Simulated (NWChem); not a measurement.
System: BSiH5; SMILES B[SiH3]

NWChem printed, in part:

```
             Northwest Computational Chemistry Package (NWChem) 7.3.0
             --------------------------------------------------------

 C1  symmetry detected

                             Geometry "geometry" -> ""
                             -------------------------

 Output coordinates in angstroms (scale by  1.889725989 to convert to a.u.)

  No.       Tag          Charge          X              Y              Z
 ---- ---------------- ---------- -------------- -------------- --------------
    1 B                    5.0000    -0.00300779     1.40856906     0.00510786
    2 H                    1.0000     0.99697788     2.01716171    -0.00382681
    3 H                    1.0000    -0.99416963     2.03094945    -0.00167312
    4 Si                  14.0000    -0.00158280    -0.54731906     0.00199565
    5 H                    1.0000     0.34167349    -1.09085774    -1.32402864
    6 H                    1.0000    -1.27973845    -1.18795163     0.34906448
    7 H                    1.0000     0.97245489    -1.14968021     0.92698572

 Effective nuclear repulsion energy (a.u.)      48.5205074340

                           NWChem Geometry Optimization
                           ----------------------------

 maximum gradient threshold         (gmax) =   0.000450
 rms gradient threshold             (grms) =   0.000300
 maximum cartesian step threshold   (xmax) =   0.001800
 rms cartesian step threshold       (xrms) =   0.001200
 fixed trust radius                (trust) =   0.300000
 source of zmatrix                         =

          -------------------
          Energy Minimization
          -------------------

 Using diagonal initial Hessian

          --------
          Step   0

                                 NWChem DFT Module
                                 -----------------

 Summary of "ao basis" -> "ao basis" (spherical)
 ------------------------------------------------------------------------------
       Tag                 Description            Shells   Functions and Types
 ---------------- ------------------------------  ------  ---------------------
 B                          def2-svp                 6       14   3s2p1d
 H                          def2-svp                 3        5   2s1p
 Si                         def2-svp                 8       18   4s3p1d

            General Information
            -------------------
          SCF calculation type: DFT
          Wavefunction type:  closed shell.
          No. of atoms     :     7
          No. of electrons :    24
           Alpha electrons :    12
            Beta electrons :    12
          Charge           :     0
          Spin multiplicity:     1
          Use of symmetry is: off; symmetry adaption is: off
          Maximum number of iterations: 150
          AO basis - number of functions:    57
                     number of shells:    29
          Convergence on energy requested:  1.00D-06
          Convergence on density requested:  1.00D-05
          Convergence on gradient requested:  5.00D-04

              XC Information
              --------------
                         B3LYP Method XC Potential
                     Hartree-Fock (Exact) Exchange  0.200
                        Slater Exchange Functional  0.800 local
                    Becke 1988 Exchange Functional  0.720 non-local
              Lee-Yang-Parr Correlation Functional  0.810
                  VWN I RPA Correlation Functional  0.190 local

             Grid Information
             ----------------
          Grid used for XC integration:  medium
          Radial quadrature: Mura-Knowles
          Angular quadrature: Lebedev.
          Tag              B.-S. Rad. Rad. Pts. Rad. Cut. Ang. Pts.
          ---              ---------- --------- --------- ---------
          B                   0.85       49           9.0       434
          H                   0.35       45          11.0       434
          Si                  1.10       88           9.0       590
          Grid pruning is: on
          Number of quadrature shells:   362
          Spatial weights used:  Erf1

      Superposition of Atomic Density Guess
      -------------------------------------

 Sum of atomic energies:        -315.73893404

      Non-variational initial energy
      ------------------------------

 Total energy =    -316.430127
 1-e energy   =    -531.189477
 2-e energy   =     166.238842
 HOMO         =      -0.334520
 LUMO         =      -0.080252

   convergence    iter        energy       DeltaE   RMS-Dens  Diis-err
 ---------------- ----- ----------------- --------- --------- ---------
 d= 0,ls=0.0,diis     1   -317.1848567941 -3.66D+02  7.58D-03  1.21D-01
 d= 0,ls=0.0,diis     2   -317.2019955931 -1.71D-02  3.33D-03  1.69D-02
 d= 0,ls=0.0,diis     3   -317.2048011405 -2.81D-03  1.08D-03  3.73D-03
 d= 0,ls=0.0,diis     4   -317.2055647925 -7.64D-04  1.50D-04  3.44D-05
 d= 0,ls=0.0,diis     5   -317.2055729278 -8.14D-06  3.85D-05  2.25D-06
 d= 0,ls=0.0,diis     6   -317.2055734120 -4.84D-07  5.67D-06  7.61D-08

         Total DFT energy =     -317.205573411973
      One electron energy =     -533.121256550827
           Coulomb energy =      194.241444685679
    Exchange-Corr. energy =      -26.846268980807
 Nuclear repulsion energy =       48.520507433981

 Numeric. integr. density =       23.999989702859

                       DFT Final Molecular Orbital Analysis
                       ------------------------------------

 Vector   10  Occ=2.000000D+00  E=-3.491424D-01
              MO Center=  3.1D-01, -8.8D-01, -3.1D-01, r^2= 2.2D+00
   Bfn.  Coefficient  Atom+Function         Bfn.  Coefficient  Atom+Function
  ----- ------------  ---------------      ----- ------------  ---------------
    43      0.360008  5 H  s                 34     -0.294972  4 Si pz
    53     -0.263555  7 H  s                 37     -0.225003  4 Si pz
    44      0.192144  5 H  s                 31      0.171243  4 Si pz
    54     -0.135299  7 H  s                 48     -0.103088  6 H  s
     6      0.062248  1 B  pz                49     -0.051016  6 H  s

 Vector   11  Occ=2.000000D+00  E=-3.307117D-01
              MO Center= -2.6D-01, -3.8D-01,  2.6D-01, r^2= 3.4D+00
   Bfn.  Coefficient  Atom+Function         Bfn.  Coefficient  Atom+Function
  ----- ------------  ---------------      ----- ------------  ---------------
    48      0.336030  6 H  s                 32     -0.250989  4 Si px
    53     -0.245425  7 H  s                  4     -0.202215  1 B  px
    49      0.192830  6 H  s                 35     -0.190586  4 Si px
    15      0.169212  2 H  s                 20     -0.160632  3 H  s
    29      0.144600  4 Si px                54     -0.145151  7 H  s

 Vector   12  Occ=2.000000D+00  E=-3.135184D-01
              MO Center=  6.9D-03,  4.9D-01, -5.7D-03, r^2= 2.6D+00
   Bfn.  Coefficient  Atom+Function         Bfn.  Coefficient  Atom+Function
  ----- ------------  ---------------      ----- ------------  ---------------
     5      0.425961  1 B  py                33      0.301374  4 Si py
    36      0.214823  4 Si py                30     -0.170462  4 Si py
    20     -0.151344  3 H  s                  8     -0.147497  1 B  py
    15     -0.143882  2 H  s                 43     -0.132636  5 H  s
    53     -0.123894  7 H  s                  2      0.122224  1 B  s

[...]

      ----------------------
      Optimization converged
      ----------------------

  Step       Energy      Delta E   Gmax     Grms     Xrms     Xmax
  ---- ---------------- -------- -------- -------- -------- --------
@   10    -317.20944899 -1.7D-07  0.00007  0.00003  0.00033  0.00084
                                     ok       ok       ok       ok

                         Geometry "geometry" -> "geometry"
                         ---------------------------------

 Output coordinates in angstroms (scale by  1.889725989 to convert to a.u.)

  No.       Tag          Charge          X              Y              Z
 ---- ---------------- ---------- -------------- -------------- --------------
    1 B                    5.0000    -0.01042287     1.41713106     0.00764629
    2 H                    1.0000     1.03812873     2.01455909    -0.01377502
    3 H                    1.0000    -1.02362039     2.07083905    -0.02046126
    4 Si                  14.0000    -0.01418660    -0.60302110     0.02344113
    5 H                    1.0000     0.35520072    -1.04618012    -1.36213334
    6 H                    1.0000    -1.33130972    -1.22060989     0.36262247
    7 H                    1.0000     1.01881770    -1.15184651     0.95628487

 Effective nuclear repulsion energy (a.u.)      47.3094292082

 ==============================================================================
                                internuclear distances
 ------------------------------------------------------------------------------
       center one      |      center two      | atomic units |  angstroms
 ------------------------------------------------------------------------------
    2 H                |   1 B                |     2.28089  |     1.20700
    3 H                |   1 B                |     2.27921  |     1.20611
    4 Si               |   1 B                |     3.81766  |     2.02022
    5 H                |   4 Si               |     2.83626  |     1.50088
    6 H                |   4 Si               |     2.82277  |     1.49374
    7 H                |   4 Si               |     2.82734  |     1.49616
 ------------------------------------------------------------------------------
                         number of included internuclear distances:          6
 ==============================================================================
```

Level: B3LYP/def2-SVP. 

Task: Which NWChem input produces such a log?

Result: This is not unique; one that fits is the input that was run:
```
start job
memory heap 200 mb stack 900 mb global 1100 mb
geometry units angstroms noautoz
  B     -0.702833    -1.199575     0.142900
  H     -0.349230    -2.024502     0.894496
  H     -1.678882    -1.426592    -0.461746
  Si     0.280941     0.478711    -0.059720
  H      0.051015     1.387005     1.077705
  H     -0.054890     1.276836    -1.249158
  H      1.742235     0.314760    -0.129969
end
basis spherical
  * library def2-svp
end
dft
  xc b3lyp
  iterations 150
end
driver
  maxiter 150
end
task dft optimize
```
